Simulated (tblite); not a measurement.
C$_{6}$H$_{16}$N$_{2}$ (SMILES CN(C)CCN(C)C), singlet, geometry from GFN2-xTB; GFN1-xTB (tblite).

Input for tblite:
```
$ tblite run mol.xyz --method gfn1 --charge 0 --spin 0 --efield 0,0,0.1 --json tblite.json --no-restart

# file mol.xyz
24

C      2.41516844    -1.12686093     0.94830090
N      1.34850325    -0.29983269     0.42831183
C      1.86279536     0.91719718    -0.16197953
C      0.51292923    -1.05704265    -0.48430524
C     -0.67508306    -0.26642563    -1.04320054
N     -1.31094644     0.60636413    -0.07452281
C     -1.76272826    -0.10046876     1.10462197
C     -2.38765336     1.35143374    -0.68910597
H      2.98240896    -0.55579652     1.68182244
H      1.98931009    -1.99925753     1.44366294
H      3.10776160    -1.47689264     0.16450453
H      1.02829265     1.57379002    -0.39206355
H      2.44865870     0.73157661    -1.07729691
H      2.50409915     1.41518187     0.56354713
H      0.14390305    -1.92813636     0.06502865
H      1.09348761    -1.43575956    -1.34912948
H     -0.33552784     0.36413175    -1.87015395
H     -1.39196321    -1.00034081    -1.46254152
H     -0.89807506    -0.51097913     1.61872671
H     -2.25641400     0.60637660     1.76967255
H     -2.47077017    -0.91204615     0.86900461
H     -3.20237675     0.70466205    -1.05578897
H     -1.99863244     1.92317031    -1.53148044
H     -2.79963018     2.04760171     0.03997254
```

**Question.** Predict the main parts of the log of this tblite run.

**Answer.** 
```
xTB calculator
 | screened Coulomb repulsion
 | Coulomb electrostatics
 |  * isotropic Klopman-Ohno-Mataga-Nishimoto electrostatics
 |  * onsite third-order electrostatics
 | DFT-D3(BJ) dispersion correction
 | Interactions (1)
 | [1] electric field

halogen bonding energy    0.0000000000000E+00 Eh
repulsion energy          3.3067619915472E-01 Eh
dispersion energy        -1.0428411163489E-02 Eh
interaction energy        0.0000000000000E+00 Eh
number of electrons       5.0000000000000E+01 e
integral cutoff           1.9731147476801E+01 bohr

------------------------------------------------------------
  cycle        total energy    energy error   density error
------------------------------------------------------------
      1     -27.59882728577  -2.7919075E+01   3.5403532E-01
      2     -27.67640926852  -7.7581983E-02   2.0495014E-01
      3     -27.67668230111  -2.7303259E-04   3.9141612E-02
      4     -27.67721697889  -5.3467778E-04   1.1208655E-03
      5     -27.67722343079  -6.4518993E-06   2.2309165E-04
      6     -27.67722363902  -2.0822746E-07   3.3809303E-05
      7     -27.67722364462  -5.6044307E-09   4.0917005E-06
------------------------------------------------------------

electronic energy        -2.7997471432615E+01 Eh
total energy             -2.7677223644624E+01 Eh

Post processing:
 | Mayer-Wiberg bond orders

[Info] JSON dump of results written to 'tblite.json'
```
